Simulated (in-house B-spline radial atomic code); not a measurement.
Atomic self-consistent-field run: Cd6+. All numbers are computed (scalar-relativistic (X2C) B97-1, spin-polarised, spherical fractional occupations, exact exchange averaged over the configuration; Fermi nucleus of rms radius 4.6087 fm) with a radial B-spline atomic code at the basis-set limit, not measured.

Command:
```bash
python run_scf.py task.json out
```
Settings (nuclear radius in fm, mass in u):
```
Z                48
configuration    [Kr] 4d6
hamiltonian      x2c
method           b97_1
spin_polarised   True
nucleus          fermi
rms_radius       4.6087
atomic_mass      113.90336
speed_of_light   137.035999084
exact_exchange   averaged over the configuration
```

Output (hartree, bohr):
```
 radial grid: 66 intervals, B-splines of order 8, outer radius 15.5224 bohr

 iter        energy (Eh)    residual
    1       -5569.204247    8.92e-01
    2       -5579.552586    4.41e-01
    3       -5583.490393    1.27e-01
    4       -5583.750867    3.80e-02
    5       -5583.764489    1.57e-02
    6       -5583.768841    2.00e-03
    7       -5583.768864    1.50e-04
    8       -5583.768865    1.63e-05
    9       -5583.768865    5.82e-07
   10       -5583.768865    1.44e-08

 total energy                     -5583.76886
 kinetic                            5856.0536
 electron-nucleus                 -13400.4648
 Hartree                            2113.2272
 exact exchange                      -31.5290
 exchange-correlation               -121.0559

 orbital      occ     eigenvalue          <r>       <r^2>       <1/r>       r_max
 1s up      1.000      -979.4509    0.0298382  0.00121458     52.7725     0.01901
 1s down    1.000      -979.4506    0.0298381  0.00121457     52.7726     0.01901
 2s up      1.000      -149.2644     0.131152   0.0203432     11.9327      0.1111
 2s down    1.000      -149.2180     0.131136   0.0203386     11.9346      0.1111
 2p up      3.000      -134.3156     0.114634   0.0160614     11.1565     0.08873
 2p down    3.000      -134.2766     0.114613   0.0160554     11.1584     0.08872
 3s up      1.000       -31.0386     0.357678    0.146461     4.15581      0.3238
 3s down    1.000       -31.0118     0.357472    0.146245     4.15676      0.3239
 3p up      3.000       -26.1070     0.356429    0.147597     3.89273       0.317
 3p down    3.000       -26.0757     0.356154    0.147302     3.89393      0.3171
 3d up      5.000       -18.3808     0.334034    0.132715     3.64867      0.2653
 3d down    5.000       -18.3288     0.333992    0.132613     3.64774      0.2656
 4s up      1.000        -7.5704     0.860691    0.835517     1.62237      0.7894
 4s down    1.000        -7.3901     0.860157     0.83495      1.6238      0.7887
 4p up      3.000        -6.0564     0.922804    0.967061     1.47297      0.8344
 4p down    3.000        -5.8597     0.924142    0.971057     1.47137      0.8332
 4d up      5.000        -3.7874      1.07375     1.33231     1.22302      0.9305
 4d down    1.000        -3.6462      1.08633     1.36792     1.21172      0.9301
```

Run time, properties included: 0.53 s on 1 thread of AMD EPYC 7R43 64-Core Processor, on a shared host.

One-electron X2C: radii and densities carry no picture-change correction, so inner-shell <1/r> comes out high (for 1s by about 2 % at Z = 33, 5 % at 54, 10 % at 75, 30 % at 118) and <r> low.
